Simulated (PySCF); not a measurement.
**XPS shifts beside NMR shieldings**

Species: C6H6O3.
Numbering: `[CH3:1][O:2][C:3](=[O:4])[c:5]1[cH:6][cH:7][o:8][cH:9]1`

Binding energies: PySCF 2.14.0, delta-SCF UKS SCAN, pcX-2 on the ionised atom, pcseg-1 elsewhere, spin-free X2C. Shieldings: GIAO PBE/pcSseg-1, non-relativistic, same geometry.

```json
{"atom": "C1", "C 1s (eV)": "292.56"}
{"atom": "C3", "C 1s (eV)": "294.39"}
{"atom": "C5", "C 1s (eV)": "290.93"}
{"atom": "C6", "C 1s (eV)": "290.77"}
{"atom": "C7", "C 1s (eV)": "291.91"}
{"atom": "C9", "C 1s (eV)": "291.91"}
```

Question: What are the absolute isotropic shieldings of these atoms?

Answer: 
| atom | environment | C 1s (eV) | isotropic shielding (ppm) |
| --- | --- | --- | --- |
| C6 | aromatic CH carbon | 290.77 | 66.0 |
| C5 | substituted aromatic carbon | 290.93 | 56.5 |
| C7 | aromatic CH next to a ring oxygen | 291.91 | 36.1 |
| C9 | aromatic CH next to a ring oxygen | 291.91 | 30.7 |
| C1 | methoxy carbon | 292.56 | 127.7 |
| C3 | ester carbonyl carbon | 294.39 | 17.0 |

Question: Among the listed atoms, is the one with the highest binding energy also the least shielded?

Answer: Yes: C3 has both (294.39 eV, 17.0 ppm).

Over these 6 sites the two quantities correlate at r = -0.24. By binding energy: C6 < C5 < C7 ≈ C9 < C1 < C3. By shielding: C3 < C9 < C7 < C5 < C6 < C1.

The structure is a single PBE0-D3(BJ)/def2-SVP conformer in the gas phase; no vibrational or solvent corrections.

Shape of the structure used: `[CH3:1][O:2][C:3](=[O:4])[c:5]1[cH:6][cH:7][o:8][cH:9]1`: C1–O2–C3–O4 0°, O2–C3–C5–C6 0°.
